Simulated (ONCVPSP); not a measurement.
# An all-electron radial function and its pseudo partner (H (Z = 1))

Columns: radius, all-electron u(r) and pseudo u(r) of the 1s shell (level -9.49 eV) of hydrogen in the configuration 1s0.75; PBE, scalar-relativistic, ONCV scheme, ONCVPSP 4.0.1.

```
r (bohr)  all-electron  pseudo
   0.075        0.1419  0.1155
   0.150        0.2629  0.2270
   0.225        0.3650  0.3311
   0.300        0.4505  0.4249
   0.375        0.5213  0.5064
   0.450        0.5790  0.5744
   0.525        0.6252  0.6288
   0.600        0.6615  0.6704
   0.675        0.6890  0.7004
   0.750        0.7089  0.7204
   0.825        0.7221  0.7322
   0.900        0.7296  0.7375
   0.975        0.7322  0.7376
   1.050        0.7305  0.7338
   1.125        0.7253  0.7270
   1.200        0.7169  0.7176
   1.275        0.7061  0.7062
   1.350        0.6930  0.6930
   1.425        0.6783  0.6783
   1.500        0.6621  0.6621
   1.575        0.6448  0.6448
   1.650        0.6266  0.6266
   1.725        0.6078  0.6078
   1.800        0.5885  0.5885
   1.875        0.5690  0.5690
   1.950        0.5493  0.5493
```

How many radial nodes do the two functions have?

The all-electron 1s function has n − l − 1 = 0; the pseudo-wave has 0.

At about which radius was the pseudo-wave matched?

1.40 bohr. The columns agree to 0.0005 from 1.27 bohr on; several derivatives are matched, so the curves merge somewhat inside the radius.

Is the pseudo-wave norm-conserving?

Yes: the ONCV scheme keeps the norm inside the radius equal to the all-electron one, which fixes the energy derivative of the logarithmic derivative at the level.
